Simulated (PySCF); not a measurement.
Job file and geometry (Å, from GFN2-xTB) of an NMR shielding run on `N#CC([SiH3])([SiH3])CCF`, C₄H₁₀FNSi₂, PySCF, GIAO PBE0/pcSseg-1 NMR shielding, non-relativistic, gas phase; density fitting, a coarse starting grid and PySCF grid level 2 are the driver's defaults:

```
$ OMP_NUM_THREADS=1 python probes_run.py task.json out

{"job": {"kind": "nmr", "xc": "PBE0", "basis": "pcSseg-1"}, "charge": 0, "multiplicity": 1}
N     -0.361912    -0.610574    -2.719950
C     -0.385720    -0.362799    -1.599885
C     -0.406694    -0.051812    -0.211252
Si    -2.141219    -0.562682     0.445094
Si    -0.125118     1.853945    -0.057407
C      0.676235    -0.867270     0.508639
C      2.084845    -0.539172     0.037755
F      2.467365     0.696072     0.511756
H     -3.169412     0.144445    -0.309383
H     -2.282834    -2.010389     0.278726
H     -2.183306    -0.216571     1.865914
H      0.159914     2.114824     1.349906
H     -1.379188     2.492723    -0.464877
H      0.945632     2.290450    -0.944767
H      0.620533    -0.676780     1.583237
H      0.513241    -1.936575     0.344772
H      2.144131    -0.493832    -1.054072
H      2.814747    -1.257686     0.424136
```

Problem. Write the output of this run.

Solution. 
```
coarse grid: 15944 points
cycle   1  E = -891.2182193821  dE =  7.243e-01  |g| = 5.802e-01  |ddm| = 3.790e+00
cycle   2  E = -891.0727639805  dE =  1.455e-01  |g| = 1.036e+00  |ddm| = 1.389e+00
cycle   3  E = -891.2797492033  dE = -2.070e-01  |g| = 1.915e-01  |ddm| = 9.553e-01
cycle   4  E = -891.2868461496  dE = -7.097e-03  |g| = 6.479e-02  |ddm| = 1.806e-01
cycle   5  E = -891.2876372215  dE = -7.911e-04  |g| = 1.312e-02  |ddm| = 5.619e-02
cycle   6  E = -891.2876695631  dE = -3.234e-05  |g| = 3.811e-03  |ddm| = 1.486e-02
cycle   7  E = -891.2876727950  dE = -3.232e-06  |g| = 8.369e-04  |ddm| = 4.538e-03
final grid: 145000 points
cycle   8  E = -891.3392145112  dE = -3.617e-05  |g| = 7.275e-03  |ddm| = 3.024e-02
cycle   9  E = -891.3392064461  dE =  8.065e-06  |g| = 9.589e-03  |ddm| = 1.501e-02
cycle  10  E = -891.3392270173  dE = -2.057e-05  |g| = 1.213e-03  |ddm| = 8.301e-03
cycle  11  E = -891.3392272266  dE = -2.093e-07  |g| = 5.801e-04  |ddm| = 1.322e-03
cycle  12  E = -891.3392272910  dE = -6.443e-08  |g| = 1.817e-04  |ddm| = 5.007e-04
cycle  13  E = -891.3392272974  dE = -6.317e-09  |g| = 3.766e-05  |ddm| = 1.535e-04
cycle  14  E = -891.3392272976  dE = -2.567e-10  |g| = 9.984e-06  |ddm| = 4.516e-05
converged SCF energy = -891.3392272976

GIAO shielding tensors (ppm)
atom      isotropic    diamagn.    paramagn.     s11        s22        s33       span
  0 N      -29.876     341.782    -371.658   -205.613   -169.370    285.355    490.967
  1 C       59.754     261.669    -201.915    -60.173    -55.551    294.986    355.159
  2 C      186.640     257.251     -70.611    167.185    187.850    204.886     37.701
  3 Si     401.329     879.900    -478.570    355.837    386.453    461.698    105.861
  4 Si     402.917     880.074    -477.157    368.217    388.259    452.277     84.060
  5 C      148.543     249.153    -100.610    140.754    147.710    157.166     16.411
  6 C      101.313     242.350    -141.036     64.611     85.280    154.049     89.438
  7 F      411.376     475.248     -63.872    362.422    409.912    461.794     99.372
  8 H       27.477      29.005      -1.528     23.859     25.750     32.823      8.964
  9 H       27.535      28.993      -1.458     23.952     25.812     32.840      8.887
 10 H       27.737      29.308      -1.571     24.176     25.901     33.136      8.960
 11 H       27.730      29.898      -2.168     24.642     25.691     32.858      8.216
 12 H       27.628      29.600      -1.972     23.674     26.415     32.796      9.122
 13 H       27.385      29.423      -2.037     23.825     26.298     32.032      8.208
 14 H       29.754      31.940      -2.186     25.418     28.415     35.430     10.013
 15 H       29.841      31.838      -1.997     24.508     29.297     35.720     11.212
 16 H       26.461      29.688      -3.227     22.535     27.177     29.671      7.136
 17 H       26.709      27.573      -0.864     21.499     26.789     31.840     10.341
```

Problem. Turn these shieldings into chemical shifts. References, each an isolated molecule treated in the same way: $^{15}$N (σ = 267.73 ppm) vs NH3; $^{13}$C (σ = 186.93 ppm), $^{29}$Si (σ = 349.16 ppm), $^{1}$H (σ = 31.72 ppm) vs TMS; CFCl3 for $^{19}$F (σ = 170.95 ppm).

Solution. Averaging equivalent atoms: N 0: 297.6; C 1: 127.2; C 6: 85.6; C 5: 38.4; C 2: 0.3; Si 3/4: -53.0; F 7: -240.4; H 16/17: 5.13; H 8/9/10/11/12/13: 4.13; H 14/15: 1.92 ppm. Unscaled 19F shifts against computed CFCl3 carry errors that often reach 10 to 50 ppm. Experimental scales use liquid or dissolved standards, which lie at an offset from isolated NH3 (liquid NH3: subtract about 20 ppm). Unscaled 15N shifts of sp2 nitrogen come out 20 to 40 ppm too high even then.

Size and cost of the density-fitted run: 200 basis functions, 58 s wall time on 1 thread of an Arm Neoverse N1, shared host; peak memory 0.93 GiB.
